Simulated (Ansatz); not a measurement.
Start from `C[N](C)[Zr]([F])([F])[NH]C(C)(C)C` and change one atom or group to get `CC(C)(C)[NH][Zr]([F])([F])[F]`.

Ansatz, PBE0-D4/def2-TZVP geometries, multiplicity 1. Each molecule was computed in one conformer, which needn't be the lowest.

Elements past krypton have def2 core potentials.

```json
{"property": "HOMO–LUMO gap (PBE0/def2-TZVPP) / eV", "`C[N](C)[Zr]([F])([F])[NH]C(C)(C)C`": "6.15"}
{"property": "size of the dipole moment (ωB97M-V/def2-TZVPP) / D", "`C[N](C)[Zr]([F])([F])[NH]C(C)(C)C`": "2.92"}
{"property": "LUMO energy (PBE/def2-TZVPP) / eV", "`C[N](C)[Zr]([F])([F])[NH]C(C)(C)C`": "-1.25"}
{"property": "HOMO energy (ωB97M-V/def2-TZVPP) / eV", "`C[N](C)[Zr]([F])([F])[NH]C(C)(C)C`": "-8.77"}
{"property": "size of the dipole moment (B3LYP/def2-TZVPP) / D", "`C[N](C)[Zr]([F])([F])[NH]C(C)(C)C`": "3.04"}
{"property": "HOMO–LUMO gap (B3LYP/def2-TZVPP) / eV", "`C[N](C)[Zr]([F])([F])[NH]C(C)(C)C`": "5.70"}
```

(1) What does the change do to each property? (Estimate.)

Results:

(1) Computed: 
| property | `CC(C)(C)[NH][Zr]([F])([F])[F]` | shift |
| --- | --- | --- |
| HOMO–LUMO gap (PBE0/def2-TZVPP) / eV | 6.49 | 0.34 |
| size of the dipole moment (ωB97M-V/def2-TZVPP) / D | 2.98 | 0.06 |
| LUMO energy (PBE/def2-TZVPP) / eV | -1.82 | -0.57 |
| HOMO energy (ωB97M-V/def2-TZVPP) / eV | -9.68 | -0.91 |
| size of the dipole moment (B3LYP/def2-TZVPP) / D | 3.11 | 0.07 |
| HOMO–LUMO gap (B3LYP/def2-TZVPP) / eV | 6.01 | 0.31 |

With PBE0 the HOMO falls by 0.88 eV and the LUMO falls by 0.55 eV, so the gap widens by about 0.33 eV. PBE moves the HOMO by -0.82 eV and ωB97M-V by -0.91 eV. Dipoles are sizes alone; their direction can turn.

B3LYP here is the variant with VWN-RPA as its local correlation; programs differ in this.
